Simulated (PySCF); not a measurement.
C7H7 (doublet state).
Atom-mapped SMILES: `[CH:1]#[C:2][CH:3]([C:4]#[CH:5])[CH2:6][CH2:7]` (hydrogens: H8 on C1; H9 on C3; H10 on C5; H11, H12 on C6; H13, H14 on C7)

Cartesian coordinates in Å at the GFN2-xTB level; atoms count from 1:
```xyz
14
C7H7 angstrom
C      0.4182    2.5116    0.3218
C      0.3072    1.3479    0.5770
C      0.1893   -0.0722    0.8496
C      1.5096   -0.6733    0.8735
C      2.5946   -1.1785    0.8552
C     -0.6938   -0.7746   -0.2525
C     -2.0799   -0.3072   -0.2235
H      0.5078    3.5353    0.1128
H     -0.2936   -0.2161    1.8245
H      3.5477   -1.6166    0.8622
H     -0.6384   -1.8481   -0.0537
H     -0.2259   -0.5622   -1.2168
H     -2.7852   -0.7424    0.4590
H     -2.3582    0.5960   -0.7313
```

The hyperfine couplings belong to this conformer and change with its torsions.

Theory: UKS B3LYP, pcH-1 on C H, non-relativistic, mean-field spin-orbit, GIAO (PySCF). Geometry: GFN2-xTB, one conformer, isolated molecule. Couplings are sensitive to structure, and on GFN2-xTB geometries they can be far from those on DFT ones. No stability test was run, so a lower SCF solution isn't excluded.

Principal values of hyperfine tensors in MHz (contact and dipolar terms together), for some of the nuclei:

| atom | isotope | A1 | A2 | A3 |
| --- | --- | --- | --- | --- |
| C3 | 13C | 101.79 | 102.18 | 121.81 |
| C7 | 13C | 18.49 | 19.30 | 260.08 |
| H14 | 1H | -100.33 | -62.12 | -22.17 |
| H13 | 1H | -100.35 | -61.94 | -22.14 |
| H12 | 1H | 30.15 | 30.76 | 44.68 |
| H11 | 1H | 30.01 | 30.70 | 44.64 |
| C6 | 13C | -32.37 | -32.13 | -27.84 |
| H9 | 1H | -11.21 | -7.17 | 2.76 |

Give the isotropic coupling of each nucleus in MHz and in mT (g = 2.0026), and the anisotropic part.

a_iso = (A1 + A2 + A3)/3, Ti = Ai − a_iso; 1 mT corresponds to 28.029 MHz.

```
atom  a_iso (MHz)  a_iso (mT)      T1      T2      T3
  C3       108.59       3.874   -6.81   -6.41   13.22
  C7        99.29       3.542  -80.80  -79.99  160.79
 H14       -61.54      -2.196  -38.79   -0.58   39.37
 H13       -61.48      -2.193  -38.87   -0.47   39.34
 H12        35.20       1.256   -5.04   -4.44    9.48
 H11        35.12       1.253   -5.11   -4.41    9.52
  C6       -30.78      -1.098   -1.59   -1.35    2.94
  H9        -5.20      -0.186   -6.00   -1.96    7.97
```

What spin density at the nucleus of H11 lies behind its contact coupling (g_N = 5.58569)?

a_FC = 800.24 MHz bohr³ × g_N × ρ(0)/(2S). With a_FC = 35.12 MHz and 2S = 1, ρ(0) = 0.007856 bohr⁻³. In magnitude that is 2.5 % of the 1/π = 0.318 of a free hydrogen atom.

C4 (13C, g_N = 1.40482) isn't in the table. Its spin density at the nucleus is 0.004291 bohr⁻³. What is its contact coupling?

By the same relation, a_FC = 4.82 MHz. Its full tensor has the principal values 3.29, 4.08, 7.09 MHz.

Which nucleus of the table has the largest anisotropic coupling, and what is its form?

C7: -80.8, -80.0, 160.8 MHz, axial, in the ratio −1:−1:+2, the form that spin in one p orbital centred on that nucleus gives.

What first-order splitting does H14 cause when the field lies along A1, A2 or A3 of its tensor (g taken as isotropic, no quadrupole term)?

2 lines (I = 1/2), spaced by |A_i|/(g × 13.996): 3.58, 2.22, 0.79 mT along the axes of A1, A2 and A3.

Hardware: one thread of an Arm Neoverse V1 (shared host). Cost: 43 s of wall time (grids of density and orbitals included), 0.89 GiB resident at most.
